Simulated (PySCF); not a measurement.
**15N chemical shifts**

- PBE0/pcSseg-1 with gauge-including orbitals
- structure optimised with GFN2-xTB
- program: PySCF 2.14.0 with density-fitted response routines
- a single conformation, relativity neglected, rapidly exchanging positions averaged, isolated molecule

Shieldings were converted by a linear fit to measured shifts: 15N (scatter 6.3 ppm rms vs CH3NO2, solution or neat liquid). A few per cent of atoms miss by over 2 rms, more outside the fitted compound classes.

Question: Give the 15N shifts of `CN1C[C@H](F)C=N1`, `C[SiH](C)n1nc(F)cc1[SiH3]`.

Answer: 
```tsv
compound	environment	δ (ppm)
[CH3:1][N:2]1[CH2:3][C@H:4]([F:5])[CH:6]=[N:7]1	N7: imine nitrogen	-16.9
[CH3:1][N:2]1[CH2:3][C@H:4]([F:5])[CH:6]=[N:7]1	N2: nitrogen bonded to O or N	-263.0
[CH3:1][SiH:2]([CH3:3])[n:4]1[n:5][c:6]([F:7])[cH:8][c:9]1[SiH3:10]	N5: pyridine-type nitrogen of an azole	-90.2
[CH3:1][SiH:2]([CH3:3])[n:4]1[n:5][c:6]([F:7])[cH:8][c:9]1[SiH3:10]	N4: pyrrole-type ring nitrogen	-185.0
```

Question: Match the shifts -58.7, -97.6, -121.9, -245.1, -400.5 ppm to `CCC1=C[SiH2]C(C#N)=CO1`, `C[SiH2]C#C[SiH2]N([SiH3])[SiH3]`, `C/C(C=O)=C/C=C/[SiH2]C#N`, `O=C(/C=C/Cl)NC1CCC1`, `N#CC[Si@@H]([SiH3])[SiH2]C[SiH3]`.

Answer: -58.7: C/C(C=O)=C/C=C/[SiH2]C#N (nitrile nitrogen); -97.6: CCC1=C[SiH2]C(C#N)=CO1 (nitrile nitrogen); -121.9: N#CC[Si@@H]([SiH3])[SiH2]C[SiH3] (nitrile nitrogen); -245.1: O=C(/C=C/Cl)NC1CCC1 (amide-type nitrogen); -400.5: C[SiH2]C#C[SiH2]N([SiH3])[SiH3] (nitrogen bonded to 3 Si).
